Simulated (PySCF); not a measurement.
Isomers of C2H2OSi. Isolated molecules, 0 K electronic values unless said otherwise. Strings in code marks are SMILES.

Quantity: vertical ionisation energy (energy after one electron is removed minus that of the parent at the parent's geometry), in eV.

Level 1: PBE0-D3(BJ)/def2-TZVP (PySCF)
Level 2: ωB97X-D3(BJ)/def2-TZVP // PBE0-D3(BJ)/def2-TZVP (PySCF)
Level 3: minus the HOMO energy of B3LYP/6-31G* // PBE0-D3(BJ)/def2-TZVP (PySCF)
Level 4: minus the HOMO energy of ωB97X-D3(BJ)/def2-TZVP // PBE0-D3(BJ)/def2-TZVP (PySCF)

```json
[
 {"species": "`C#C[SiH]=O`", "level 2": "10.62", "level 3": "7.78", "level 4": "10.84"}
]
```

Problem. What does level 1 give for each?

Solution. 
- `C#C[SiH]=O`: 10.45
